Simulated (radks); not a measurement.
The numbers below are computed, except where a source is named.
Ionisation of neutral titanium, [Ar] 3d2 4s2, to Ti+, [Ar] 3d2 4s1, under several functionals. Non-relativistic Kohn-Sham, spin-polarised, spherical densities, point nucleus; open shells are filled with parallel spins first; a radial shooting solver on a logarithmic mesh with Libxc functionals.

functional	E(Ti) (hartree)	Exc (hartree)	IE (eV)	-e(HOMO) (eV)	<r> HOMO (bohr)	IE error (eV)
TPSS	-849.35430	-41.95349	6.543	4.130	3.651	-0.286
AM05	-847.44351	-39.99927	6.566	4.073	3.655	-0.262
XLYP	-849.56339	-42.16747	6.842	4.081	3.616	+0.014
exchange-only PBE	-848.23084	-40.79696	5.921	3.437	3.769	-0.907
LDA (Slater exchange, Perdew-Zunger correlation)	-847.29128	-39.84228	6.910	4.292	3.593	+0.082
BLYP	-849.37243	-41.97214	6.773	4.059	3.613	-0.055
exchange-only LDA	-845.53068	-38.03644	5.572	3.274	3.767	-1.256

NIST Atomic Spectra Database: 6.828 eV (measured). Closest: XLYP. The Delta-SCF values span 1.34 eV, the total energies 4.03 hartree. The highest occupied level is 4s. Open shells are spherical and high-spin; term and fine-structure splittings are not resolved.
